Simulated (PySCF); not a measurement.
Compound: C3H11NSi2.
SMILES with atom numbers: `[CH3:1][Si@@H:2]1[CH2:3][CH2:4][SiH2:5][NH:6]1` (hydrogens: H7, H8, H9 on C1; H10 on Si2; H11, H12 on C3; H13, H14 on C4; H15, H16 on Si5; H17 on N6)

The same species was optimised twice, with GFN2-xTB and with PBE0-D3(BJ)/def2-SVP (PySCF), and the same property calculations (PySCF, gas phase) were run on both structures.

```tsv
coordinate	GFN2-xTB	PBE0-D3(BJ)/def2-SVP	change
C1–Si2 (Å)	1.895	1.874	-0.021
Si2–N6 (Å)	1.737	1.750	+0.013
Si5–N6 (Å)	1.732	1.743	+0.011
C3–C4 (Å)	1.532	1.542	+0.010
Si2–C3 (Å)	1.902	1.893	-0.009
C4–Si5 (Å)	1.900	1.894	-0.006
Si2–N6–Si5 (°)	117.8	114.9	-2.9
C4–Si5–N6 (°)	96.5	98.8	+2.3
C3–Si2–N6 (°)	96.4	98.2	+1.8
C1–Si2–N6 (°)	111.7	112.9	+1.2
C3–C4–Si5 (°)	109.0	108.0	-1.0
C1–Si2–C3 (°)	115.0	114.0	-1.0
Si2–C3–C4 (°)	108.1	108.4	+0.3
```

Rotational constants: A = 4076, B = 1690, C = 1344 MHz (GFN2-xTB) against A = 4057, B = 1698, C = 1347 MHz (PBE0-D3(BJ)/def2-SVP). Point groups within 0.08 Å: C1 and C1.

On the GFN2-xTB structure: lowest singlet, TDDFT (eV) 6.29 [CAM-B3LYP/def2-SVPD]; lowest triplet, Tamm–Dancoff (eV) 6.01 [CAM-B3LYP/def2-SVPD]; isotropic polarisability (au) 90.9 [CAM-B3LYP/def2-SVPD]; HOMO (eV) -8.36 [CAM-B3LYP/def2-SVPD]; LUMO (eV) 1.17 [CAM-B3LYP/def2-SVPD]; dipole (D) 0.59 [CAM-B3LYP/def2-SVPD]; HOMO (eV) -6.98 [PBE0/pcSseg-1]; LUMO (eV) 0.81 [PBE0/pcSseg-1]; dipole (D) 0.58 [PBE0/pcSseg-1]; GIAO shielding of C1 (ppm) 186.8 [PBE0/pcSseg-1]; GIAO shielding of Si2 (ppm) 349.4 [PBE0/pcSseg-1]; GIAO shielding of C3 (ppm) 175.6 [PBE0/pcSseg-1]; GIAO shielding of C4 (ppm) 178.9 [PBE0/pcSseg-1]; GIAO shielding of Si5 (ppm) 373.5 [PBE0/pcSseg-1]; GIAO shielding of N6 (ppm) 249.2 [PBE0/pcSseg-1].

**Question.** What do these properties become on the PBE0-D3(BJ)/def2-SVP structure?

**Answer.** 
```
                                    property                level  on GFN2-xTB  on PBE0-D3(BJ)/def2-SVP  change
                  lowest singlet, TDDFT (eV)  CAM-B3LYP/def2-SVPD         6.29                     6.35   +0.06
           lowest triplet, Tamm–Dancoff (eV)  CAM-B3LYP/def2-SVPD         6.01                     6.04   +0.03
               isotropic polarisability (au)  CAM-B3LYP/def2-SVPD         90.9                     92.6    +1.7
                                   HOMO (eV)  CAM-B3LYP/def2-SVPD        -8.36                    -8.44   -0.08
                                   LUMO (eV)  CAM-B3LYP/def2-SVPD         1.17                     1.13   -0.04
                                  dipole (D)  CAM-B3LYP/def2-SVPD         0.59                     0.73   +0.14
energy, GFN2-xTB geometry as zero (kcal/mol)  CAM-B3LYP/def2-SVPD          0.0                     -2.0    -2.0
                                   HOMO (eV)        PBE0/pcSseg-1        -6.98                    -7.08   -0.10
                                   LUMO (eV)        PBE0/pcSseg-1         0.81                     0.81    0.00
                                  dipole (D)        PBE0/pcSseg-1         0.58                     0.73   +0.15
energy, GFN2-xTB geometry as zero (kcal/mol)        PBE0/pcSseg-1          0.0                     -1.8    -1.8
                  GIAO shielding of C1 (ppm)        PBE0/pcSseg-1        186.8                    183.7    -3.1
                 GIAO shielding of Si2 (ppm)        PBE0/pcSseg-1        349.4                    349.3    -0.1
                  GIAO shielding of C3 (ppm)        PBE0/pcSseg-1        175.6                    174.6    -1.0
                  GIAO shielding of C4 (ppm)        PBE0/pcSseg-1        178.9                    178.0    -0.9
                 GIAO shielding of Si5 (ppm)        PBE0/pcSseg-1        373.5                    372.7    -0.8
                  GIAO shielding of N6 (ppm)        PBE0/pcSseg-1        249.2                    246.4    -2.8
```

The heavy atoms differ by 0.028 Å rms after alignment. Among bonds between heavy atoms C1–Si2 changes most (-0.021 Å). Changes are differences of the printed values. Neither structure is proved a minimum here.
